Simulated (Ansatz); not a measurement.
Geometry optimisation, RKS r2SCAN-D4/def2-SVP in Ansatz.

Input file:

```yaml
crystal:
  periodic: [false, false, false]
  atoms:
    - { symbol: Sn, position_ang: [-0.31824, -0.22734, -0.47829] }
    - { symbol: Te, position_ang: [0.01448, 0.81012, 1.96651] }
    - { symbol: H, position_ang: [0.4412, -1.69451, -0.74779] }
    - { symbol: H, position_ang: [-1.93937, -0.51593, -0.7385] }
    - { symbol: H, position_ang: [0.16598, 0.74876, -1.74922] }
    - { symbol: H, position_ang: [1.63595, 0.8789, 1.74729] }
basis:
  gaussian: { orbitals: def2-SVP }
hamiltonian:
  xc: r2scan
  dispersion: d4
relax:
  f_tol: 0.015
  max_steps: 40
```

Command:

```bash
$ ansatz run input.yaml --threads 1 --pin off --max-ram 2048MiB --backend cpu --events-out ev --progress --plain --runs-dir out
```

Question: Where does it end, and by what steps?

Answer: The run converged. After 4 steps the energy has fallen by 0.122 eV; H5 moved furthest, 0.10 Å.

| step | energy less start (eV) | largest force component (eV/Å) | accepted |
| --- | --- | --- | --- |
| 0 | 0.0000 | 0.752 | yes |
| 1 | 0.0325 | 0.864 | no |
| 2 | -0.1210 | 0.093 | yes |
| 3 | -0.1216 | 0.029 | yes |
| 4 | -0.1220 | 0.009 | yes |

```xyz
6
Properties=species:S:1:pos:R:3
Sn -0.342 -0.260 -0.551
Te 0.002 0.805 1.960
H 0.502 -1.744 -0.685
H -2.027 -0.511 -0.705
H 0.213 0.838 -1.743
H 1.651 0.873 1.724
```

The run took 23 s on 1 thread of Arm Neoverse V1, on a shared host, peak memory 0.13 GiB.
